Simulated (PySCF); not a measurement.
# Ru: electron affinity

Ru⁻ [Kr] 4d7 5s2 (4F) → Ru [Kr] 4d7 5s1 (5F), as a difference of total energies. Computed with PySCF 2.14 in def2-TZVPPD with the def2 core potential (28 electrons), with scalar relativity through the core potential. Correlated levels: valence: 4s2 4p6 frozen. The calculations carry no spin-orbit coupling.

```tsv
method	electron affinity (eV)	difference from reference (eV)
UHF	-0.558	-1.604
MP2 (valence)	0.419	-0.627
SCS-MP2 (valence)	0.551	-0.495
CCSD (valence)	0.524	-0.522
CCSD(T) (valence)	0.642	-0.404
```

Reference: 1.046 eV (measured; photodetachment measurements, as compiled on the Wikipedia data page of electron affinities).

The reference lies between the lowest fine-structure levels, while these numbers refer to the centres of the terms.

Errors of the correlated levels include the incompleteness of this basis and the frozen core.

A negative affinity means that the anion lies above the atom at that level of theory.
